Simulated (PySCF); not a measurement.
Ga(Me)(OH)2 (CH5GaO2), SMILES [CH3][Ga]([OH])[OH]. Atoms are numbered in the order given.

```xyz
9

Ga     0.0020    -0.0027     0.0033
C     -1.3699    -1.4031    -0.0534
H     -0.9708    -2.3148    -0.5399
H     -2.2379    -1.0364    -0.6335
H     -1.7025    -1.6700     0.9687
O     -0.2329     1.5331    -0.9095
H      0.5315     2.1264    -0.7875
O      1.5835    -0.0053     0.8871
H      1.7321    -0.8263     1.3899
```
Charge 0, spin multiplicity 1.

The structure is a stationary point at PBE-D3(BJ)/def2-SVP. Other conformers were not sampled.

Computed with PBE0/pcSseg-1 (PySCF).

GIAO shieldings, no solvent; atoms listed in one row are averaged. δ = σ(ref) − σ: ¹³C against TMS (σ = 186.3 ppm); ¹H against TMS (σ = 31.56 ppm); ¹⁷O against H2O (σ = 334.2 ppm), references at their B3LYP-D3(BJ)/def2-TZVP geometries, non-relativistic.

Problem. Estimate the chemical shifts. (An estimate is asked for; the answer gives what the named calculation found.)

Solution. 
| nucleus | atoms | count | δ (ppm) |
|---|---|---|---|
| ¹³C | C2 | 1 | -7.0 |
| ¹H | H9 | 1 | 2.68 |
| ¹H | H7 | 1 | 2.59 |
| ¹H | H3, H4, H5 | 3 | 0.73 |
| ¹⁷O | O8 | 1 | 80.9 |
| ¹⁷O | O6 | 1 | 68.9 |
